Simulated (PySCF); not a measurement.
Species: C7H12SSi.
Atom-mapped SMILES: `[CH3:1][CH2:2][CH2:3][SiH2:4][c:5]1[cH:6][cH:7][cH:8][s:9]1` (hydrogens: H10, H11, H12 on C1; H13, H14 on C2; H15, H16 on C3; H17, H18 on Si4; H19 on C6; H20 on C7; H21 on C8)

The same species was optimised twice, with GFN2-xTB and with PBE0-D3(BJ)/def2-SVP (PySCF), and the same property calculations (PySCF, gas phase) were run on both structures.

| coordinate | GFN2-xTB | PBE0-D3(BJ)/def2-SVP | change |
| --- | --- | --- | --- |
| C5–C6 (Å) | 1.364 | 1.380 | +0.016 |
| C3–Si4 (Å) | 1.903 | 1.888 | -0.015 |
| C7–C8 (Å) | 1.357 | 1.371 | +0.014 |
| C6–C7 (Å) | 1.411 | 1.422 | +0.011 |
| C5–S9 (Å) | 1.736 | 1.728 | -0.008 |
| Si4–C5 (Å) | 1.876 | 1.870 | -0.006 |
| C8–S9 (Å) | 1.717 | 1.714 | -0.003 |
| C2–C3 (Å) | 1.527 | 1.529 | +0.002 |
| C1–C2 (Å) | 1.522 | 1.521 | -0.001 |
| C3–Si4–C5 (°) | 107.8 | 110.0 | +2.2 |
| Si4–C5–S9 (°) | 120.9 | 122.4 | +1.5 |
| C2–C3–Si4 (°) | 114.5 | 115.9 | +1.4 |
| C1–C2–C3 (°) | 112.6 | 113.9 | +1.3 |
| Si4–C5–C6 (°) | 129.1 | 127.9 | -1.2 |
| C5–S9–C8 (°) | 91.8 | 93.0 | +1.2 |
| C7–C8–S9 (°) | 111.9 | 111.4 | -0.5 |
| C6–C5–S9 (°) | 110.0 | 109.7 | -0.3 |
| C1–C2–C3–Si4 (°) | -62 | -62 | 0 |
| C2–C3–Si4–C5 (°) | -166 | -168 | -2 |
| C3–Si4–C5–C6 (°) | -133 | -132 | +1 |

Rotational constants: A = 3296, B = 540.0, C = 486.3 MHz (GFN2-xTB) against A = 3312, B = 529.1, C = 477.9 MHz (PBE0-D3(BJ)/def2-SVP). Point groups within 0.08 Å: C1 and C1.

On the GFN2-xTB structure: HOMO (eV) -6.89 [PBE0/pcSseg-1]; LUMO (eV) -0.65 [PBE0/pcSseg-1]; dipole (D) 0.54 [PBE0/pcSseg-1]; GIAO shielding of C1 (ppm) 168.3 [PBE0/pcSseg-1]; GIAO shielding of C2 (ppm) 163.3 [PBE0/pcSseg-1]; GIAO shielding of C3 (ppm) 166.6 [PBE0/pcSseg-1]; GIAO shielding of Si4 (ppm) 395.7 [PBE0/pcSseg-1]; GIAO shielding of C5 (ppm) 43.8 [PBE0/pcSseg-1]; GIAO shielding of C6 (ppm) 46.2 [PBE0/pcSseg-1]; GIAO shielding of C7 (ppm) 55.5 [PBE0/pcSseg-1]; GIAO shielding of C8 (ppm) 45.4 [PBE0/pcSseg-1].

Task: What do these properties become on the PBE0-D3(BJ)/def2-SVP structure?

Result: 
```
                                    property          level  on GFN2-xTB  on PBE0-D3(BJ)/def2-SVP  change
                                   HOMO (eV)  PBE0/pcSseg-1        -6.89                    -6.91   -0.02
                                   LUMO (eV)  PBE0/pcSseg-1        -0.65                    -0.75   -0.10
                                  dipole (D)  PBE0/pcSseg-1         0.54                     0.66   +0.12
energy, GFN2-xTB geometry as zero (kcal/mol)  PBE0/pcSseg-1          0.0                     -1.3    -1.3
                  GIAO shielding of C1 (ppm)  PBE0/pcSseg-1        168.3                    167.2    -1.1
                  GIAO shielding of C2 (ppm)  PBE0/pcSseg-1        163.3                    162.7    -0.6
                  GIAO shielding of C3 (ppm)  PBE0/pcSseg-1        166.6                    167.5    +0.9
                 GIAO shielding of Si4 (ppm)  PBE0/pcSseg-1        395.7                    393.2    -2.5
                  GIAO shielding of C5 (ppm)  PBE0/pcSseg-1         43.8                     44.9    +1.1
                  GIAO shielding of C6 (ppm)  PBE0/pcSseg-1         46.2                     41.8    -4.4
                  GIAO shielding of C7 (ppm)  PBE0/pcSseg-1         55.5                     52.0    -3.5
                  GIAO shielding of C8 (ppm)  PBE0/pcSseg-1         45.4                     43.5    -1.9
```

The heavy atoms differ by 0.040 Å rms after alignment. Among bonds between heavy atoms C3–Si4 and C5–C6 change most and about equally (-0.015 to +0.016 Å). Changes are differences of the printed values. Neither structure is proved a minimum here.

The values belong to the conformer `[CH3:1][CH2:2][CH2:3][SiH2:4][c:5]1[cH:6][cH:7][cH:8][s:9]1`: C1–C2–C3–Si4 -62°, C2–C3–Si4–C5 -168°, C3–Si4–C5–C6 -132°.
